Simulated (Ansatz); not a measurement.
Total energies of In₉As₁₀H₂₈⁺, a nanocrystal cut from zinc blende InAs (hydrogen-capped) from Ansatz at PBE0-D4/def2-TZVP, gas phase (1 Eh = 27.2114 eV = 2625.5 kJ/mol). The reference geometry is relaxed at PBE-D4/def2-SVP.

```xyz
47

As    2.382   -3.321   -1.733
As    3.374   -1.754    2.293
As    0.079   -1.039   -4.318
As    0.876    0.471   -0.389
As   -1.519    2.885   -3.014
As   -3.040   -0.836   -1.157
As   -0.587    4.338    0.754
As   -0.787   -2.982    1.344
As   -2.187    0.578    2.480
As    1.907    1.923    3.516
In    1.787   -3.226   -4.443
In    1.455   -2.007    0.425
In    3.838    0.092    4.315
In   -2.179   -3.429   -0.972
In   -1.004    0.348   -2.284
In   -0.062    1.870    1.684
In   -1.624    5.296   -1.639
In   -3.987    1.133    0.494
In   -1.090   -1.615    3.698
H     2.251   -4.778   -1.290
H     3.903   -3.243   -1.581
H     4.674   -1.938    1.508
H     3.377   -3.141    2.933
H     0.630    0.045   -5.246
H    -1.148   -1.366   -5.168
H     2.133    1.138   -0.946
H    -0.665    3.090   -4.267
H    -2.848    2.729   -3.751
H    -3.952   -0.799   -2.388
H     0.675    5.137    1.079
H    -1.439    4.920    1.880
H    -0.219   -4.348    1.741
H    -2.541    1.537    3.622
H     2.600    3.266    3.276
H     1.150    2.356    4.771
H     3.222   -2.563   -5.141
H     0.736   -4.563   -4.689
H     5.317    0.842    3.833
H     3.164   -0.644    5.715
H    -0.902   -3.501   -2.178
H    -3.514   -4.485   -0.684
H    -3.298    5.517   -1.310
H    -0.308    6.192   -2.309
H    -3.332    2.593   -0.232
H    -5.588    0.760    1.019
H     0.548   -1.084    4.051
H    -2.259   -2.395    4.700
```

```json
{"state": "charge 1 singlet", "geometry": "reference", "energy (Eh)": "-24084.34538"}
{"state": "charge 2 doublet", "geometry": "reference", "energy (Eh)": "-24083.96660"}
{"state": "charge 0 doublet", "geometry": "reference", "energy (Eh)": "-24084.48059"}
```

In the def2 sets In takes a core potential; there is no spin–orbit coupling. Single mean-field runs in def2-TZVP are fitted with def2-universal-jkfit.

(1) Work out the vertical ionisation energy to the doublet.

(2) Work out the vertical electron affinity, to the doublet.

(3) Give the fundamental gap IE − EA, the Mulliken electronegativity (IE + EA)/2 and the hardness (IE − EA)/2.

(1) E(charge 2 doublet) − E(charge 1 singlet) = -24083.96660 − (-24084.34538) = 0.37878 Eh = 10.31 eV. For comparison, −ε of the highest occupied level is 9.32 eV at this level, 0.99 eV less.

(2) E(charge 1 singlet) − E(charge 0 doublet) = -24084.34538 − (-24084.48059) = 0.13521 Eh = 3.68 eV.

(3) From the values in Eh: IE − EA = 0.37878 − 0.13521 = 0.24357 Eh = 6.63 eV; (IE + EA)/2 = 6.99 eV; (IE − EA)/2 = 3.31 eV. The HOMO–LUMO gap of the same run is 4.79 eV, 1.84 eV smaller than the fundamental gap.
